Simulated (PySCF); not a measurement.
ReO₂, SMILES [Re](=[O])=[O] (connectivity only; charge and spin as stated), neutral, multiplicity 4.

Geometry: B3LYP-D3(BJ)/def2-TZVP. The spin state was assumed, not searched. The def2 effective core potentials stand for the cores of Re; spin–orbit coupling is left out.

All values below come from PBE/def2-TZVPD (PySCF).

The molecule is in vacuum.

The total energy is -228.71685 hartree and the point group is C2v. The α spin, highest occupied and lowest empty level comes out as -6.10 and -3.86 eV and the β spin, highest occupied and lowest empty level is -7.87 and -5.19 eV. The dipole moment is 1.74 D and the quadrupole, principal values (traceless, Buckingham form, about the centre of nuclear charge) comes out as -7.92, 1.95, 5.97 D·Å. The mean static polarisability is 45.5 bohr³ (6.75 Å³) and the polarisability, principal values is 36.6, 41.8, 58.2 bohr³. The ⟨S²⟩ comes out as 3.764 (pure state 3.75).
